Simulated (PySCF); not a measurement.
## BeF, CCSD(T): how much the basis matters

PySCF, UHF reference; doublet, unpaired electrons σ ↑; De to Be + F without counterpoise correction. Frozen cores follow the default of each basis and core potential.

| basis | relativity | functions | Re (Å) | ωe (cm⁻¹) | De (eV) | frozen orbitals |
| --- | --- | --- | --- | --- | --- | --- |
| STO-3G | no relativity | 10 | 1.315 | 1484 | n/a | 1 |
| pcseg-1 | no relativity | 23 | 1.407 | 1193 | 5.07 | 1 |
| x2c-TZVPPall | spin-free X2C | 50 | 1.375 | 1228 | 5.45 | 1 |

Question: How does each smaller set differ from the one with most functions, x2c-TZVPPall?

Answer: STO-3G: -6.0 pm, +20.8 % in ωe; pcseg-1: +3.2 pm, -2.9 % in ωe, -0.38 eV in De. All at CCSD(T); the set with most functions is neither the basis-set limit nor always the best. The rows treat relativity differently, so the differences are not basis effects alone.

Correlated steps freeze 1 core orbital. Correlated levels converge slowly with the basis: in double zeta they bind strong bonds too weakly, by up to about 1 eV, and carry superposition errors of some tenths. STO-3G is very small, so such numbers show the basis as much as the molecule. The state was picked by a PBE0 search and need not be the measured ground state.
